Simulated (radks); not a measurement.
The helium ion He+, configuration 1s1 (the NIST ground configuration).

All-electron calculation, Dirac Kohn-Sham, BLYP, spin-unpolarised, spherical densities, point nucleus. Program: a radial shooting solver on a logarithmic mesh with Libxc functionals.

Energy parts (Ry):
total: -3.81841
kinetic: 3.78837
electron-nucleus: -7.78232
Hartree: 1.20279
exchange-correlation: -1.02725

Orbitals (lengths in bohr, moments of r in powers of bohr; <r^-3> diverges for s and p1/2; r(max) is where P^2 peaks; r(90%) holds 90 % of the orbital's charge):
[
 {"orbital": "1s1/2", "occ.": "1", "eigenvalue (Ry)": "-2.89274", "<r^-3>": "-", "<r^2>": "0.8326", "r(90%)": "1.41", "r(max)": "0.5049"}
]

The highest occupied level is 1s1/2 at -39.358 eV. Summed over all electrons, <r^2> = 0.8326 bohr^2, which gives a Langevin (diamagnetic) susceptibility term of -0.659 x 10^-6 cm^3/mol.
